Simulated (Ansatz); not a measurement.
Gas-phase electronic energies from Ansatz, PBE0-D4/def2-TZVP geometries. CBS: MP2 limit from def2 TZ/QZ plus the TZ coupled-cluster correction, frozen cores. This one scheme is used for every species. DFT in def2-TZVPP. Triplets are unrestricted, without spin–orbit coupling. Elements past krypton have def2 core potentials. For Sn outer-core shells are correlated without core-valence functions, which leaves a few kJ/mol of doubt a bond. Each species was taken in one conformer, which may not be the lowest.

Reaction (formal loss of a carbene): `C=[CH][SnH]([CH3])[F]` → `C=[CH][SnH2][F]` + `[CH2]` (triplet)

(1) Is it downhill or uphill in electronic energy at CCSD(T)/CBS, and by how much? (Estimate.)

(2) What do these levels give: revPBE-D4, r2SCAN-D4, B97M-V, CAM-B3LYP-D4, PBE-QIDH, BLYP, PBE0, r2SCAN0, CAM-B3LYP, LC-ωPBE, CCSD(T)/def2-SVP, HF/def2-QZVPP? (Best estimate.)

(3) What do rigid-rotor, harmonic-oscillator terms from PBE0-D4/def2-TZVP frequencies (298.15 K, 1 bar) make of the CCSD(T)/CBS value? (Estimate.)

Largest T1 diagnostic among the species: 0.013.

Answers

(1) Ansatz gave: Uphill: ΔE = +4.93 eV.

(2) Computed: revPBE-D4 4.77, r2SCAN-D4 4.63, B97M-V 4.78, CAM-B3LYP-D4 4.81, PBE-QIDH 4.83, BLYP 4.65, PBE0 4.76, r2SCAN0 4.56, CAM-B3LYP 4.74, LC-ωPBE 4.72, CCSD(T)/def2-SVP 4.57, HF/def2-QZVPP 3.28 eV.

(3) The calculation gave: ΔZPE = -0.32 eV, ΔH = +4.65 eV, ΔS = 148 J/(mol·K), ΔG = +4.20 eV. Open shells count their whole term as degenerate.

From PBE to PBE0 (25 % exact exchange), in def2-TZVPP and without D4, ΔE moves by −0.09 eV. The D4 term adds +0.11 eV with B3LYP and +0.06 eV with PBE0; it sums over pairs of atoms, weighted by their polarisabilities, and B3LYP, whose exchange is more repulsive, gets the larger term.

B3LYP here is the variant with VWN-RPA as its local correlation; programs differ in this.
